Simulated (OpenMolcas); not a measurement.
# Ti3+ in Cs2NaYCl6: curves along the breathing mode

Ti3+ with its 6 nearest chloride ions, on the Y site of Cs2NaYCl6 (a = 10.7396 Å, distance in the model lattice 2.619 Å). The rest of the host is ab initio model potentials to 7.6 Å, with orthogonalisation functions on the cations behind the ligands, and point charges beyond; the distance is set by hand and nothing relaxes. Ligand basis ANO-RCC-VDZP.

| Property | Result |
| --- | --- |
| Program | OpenMolcas |
| Method | CASSCF |
| Basis | ANO-RCC-VDZP [5s4p2d1f] |
| Scalar Hamiltonian | DKH2, point nucleus |
| Active space | 1 electron in 5 orbitals (3d) |
| State averaging | 2S+1 = 2 even, 5 roots |
| Spin-orbit coupling | state interaction with AMFI integrals over the reference wave functions |

Spin-free energies (labels of O, the rotations of Oh) in cm-1 above the lowest fitted minimum, as all ligands move together:

```
R (Å)    2T2     2E
2.332   4590  19080
2.386   1220  14140
2.441     20  11540
2.496    730  11040
2.551   3080  12330
2.606   6850  15190
2.661  11890  19420
```

Cubic fits give the following; the wavenumber is harmonic, with the mass of all moving ligands, small differences in it between states hang on the degree of the fit, a number in brackets counts states of one label, and the table is a selection of at most 14 states with clean curves.

```tsv
State	R0 (Å)	Breathing mode (cm-1)	Minimum (cm-1)
2T2	2.448	315	0
2E	2.483	316	10960
```

The minimum of 2E is shifted by +0.0354 Å against 2T2 (from the unrounded fits). With M = 212.7 u for the moving shell, the Huang-Rhys factor in this mode is S = M ω ΔR² / 2ħ = 0.01483 × 212.7 × 315 × 0.0354² = 1.25. Only the first shell moves, against a rigid host.

An orbital triplet at a regular site is open to Jahn-Teller coupling, which can distort the site and quench the lowest spin-orbit gaps and is left out. Ligand-to-metal charge-transfer states are missing. With metal d orbitals alone and no dynamic correlation the field as a rule comes out too small, by tens of per cent, by up to half for chloride and softer ligands. The least metal-like active orbital is 84 % on the metal (Löwdin) and no ligand orbital is active, so the numbers are rough (holds for R = 2.332). No measured value stands beside these numbers.
